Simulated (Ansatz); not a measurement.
Mulliken charges of BFGaHS (`F[B]1[S][GaH]1`) from B3LYP/def2-TZVPP in Ansatz (PBE0-D4/def2-TZVP geometry).

```tsv
atom	x (Å)	y (Å)	z (Å)	charge (e)
F1	1.021	-1.629	1.247	-0.229
B2	0.334	-0.813	0.485	0.541
S3	-1.110	-0.974	-0.507	-0.269
Ga4	0.119	1.025	-0.267	-0.056
H5	-0.314	2.318	-1.000	0.013
```

Question: By hand: the dipole of these point charges (1 e Å = 4.8032 D).

Answer: Σ q r = (0.235, 0.168, 0.115) e Å, of length 0.311 e Å = 1.49 D.

Question: How does the dipole of the full density compare? (Best estimate.)

Answer: Ansatz gave: (0.114, 0.456, -0.066) e Å, 2.28 D; the point charges give 0.65 times that, at 50° from its direction.

Point charges leave out the atoms' own dipoles, such as those of lone pairs, and Mulliken's split depends on the basis, so the two needn't agree.

B3LYP here is the variant with VWN-RPA as its local correlation; programs differ in this.
